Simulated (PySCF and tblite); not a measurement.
The numbers below are computed, except where a source is named.
C6H5FO, numbered as in [CH:1]#[C:2]/[CH:3]=[CH:4]\[O:5]/[CH:6]=[CH:7]/[F:8].

Geometries GFN2-xTB; weights from PBE0-D3(BJ)/pcSseg-1 energies and GFN2-xTB thermal corrections, with symmetry numbers and mirror pairs. Conformers within 2.5 kcal/mol (GFN2-xTB free energy) were kept, 4 at most. GIAO shieldings: PBE0/pcSseg-1. Shifts are against TMS (¹H), TMS (¹³C), CFCl3 (¹⁹F) at the same level. Run with PySCF (density fitting) and tblite.

Torsions listed: C3–C4–O5–C6, C4–O5–C6–C7. Of a mirror pair one member is shown.

```
conformer       shape   symmetry  E(GFN2) kcal/mol  E(DFT) kcal/mol
        1  180°, 180°         Cs              0.00             0.00
        2  162°, -16°  C1 (pair)              0.19             0.91
```

(1) How much do the weights at 298.15 K and the averaged shift of H7 depend on how the conformers are weighted?

Answers

(1) 
```
                                                              weighting  1 (%)  2 (%)  δ (ppm)  rms dipole (D)
DFT energy with thermal terms, symmetry and mirror images (full scheme)     78     22     7.44            1.17
                             DFT energy with symmetry and mirror images     70     30     7.40            1.18
                                                        bare DFT energy     82     18     7.46            1.17
                        GFN2-xTB energy with symmetry and mirror images     41     59     7.27            1.19
                                                   GFN2-xTB free energy     51     49     7.32            1.19
                                                leading conformer alone    100      0     7.54            1.16
                                                          equal weights     50     50     7.31            1.19
```

The largest departure from the full scheme, 0.17 ppm, comes with: GFN2-xTB energy with symmetry and mirror images.


Conformer gaps in pcSseg-1 on xTB geometries can be 2 kcal/mol off for S=O, P=O and other polar bonds.